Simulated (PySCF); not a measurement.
C3H14OSi3.
Structure used (PBE0-D3(BJ)/def2-SVP), in Å, numbered top down from 1:
```xyz
21
C3H14OSi3 angstrom
C     -2.2222    1.1510    0.5637
C     -1.9549   -0.3368    0.3367
C     -3.1090   -1.0156   -0.3992
Si    -0.3059   -0.6108   -0.5723
Si     1.4729    0.3935    0.5780
O      2.8979   -0.0414   -0.1676
Si     4.5474    0.0972   -0.1017
H     -1.4385    1.6304    1.1719
H     -2.2787    1.6994   -0.3913
H     -3.1820    1.3047    1.0850
H     -1.8333   -0.8252    1.3216
H     -2.9370   -2.0948   -0.5333
H     -4.0558   -0.8955    0.1546
H     -3.2574   -0.5763   -1.3996
H     -0.3853   -0.0238   -1.9502
H     -0.0220   -2.0757   -0.7085
H      1.4960   -0.0533    2.0105
H      1.3471    1.8878    0.5913
H      5.1399   -0.8599   -1.0773
H      5.0439   -0.2221    1.2724
H      4.9668    1.4883   -0.4522
```

The closed-shell ground state was solved at several levels (PySCF, density fitting, gas phase, non-relativistic).

| level | basis functions | total energy (Eh) | HOMO (eV) | LUMO (eV) | gap (eV) | dipole (D) |
| --- | --- | --- | --- | --- | --- | --- |
| PBE0/pcSseg-1 | 210 | -1065.8587 | -7.69 | -0.44 | 7.25 | 1.06 |
| B3LYP/def2-SVPD | 267 | -1066.1818 | -7.45 | -0.71 | 6.74 | 1.09 |

Question: Estimate the row for KT3/pcSseg-1, a basis of 210 functions; the other rows only guide the guess.

Answer: Total energy -1076.3348 Eh, HOMO -6.61 eV, LUMO -1.27 eV, gap 5.34 eV, dipole 1.04 D.

Question: Over all these levels, which gives the widest orbital gap and which the narrowest?

Answer: PBE0/pcSseg-1 (global hybrid, 25 % exact exchange) has the widest, 7.25 eV, and KT3/pcSseg-1 (GGA) the narrowest, 5.34 eV. The two share the basis. From the narrowest to the widest the HOMO moves by -1.08 eV and the LUMO by +0.83 eV.

Question: How far do the dipole and the HOMO energy spread over the levels?

Answer: The dipole runs from 1.04 to 1.09 D (mean 1.06 D) and the HOMO from -7.69 to -6.61 eV.

One conformer stands for the species.
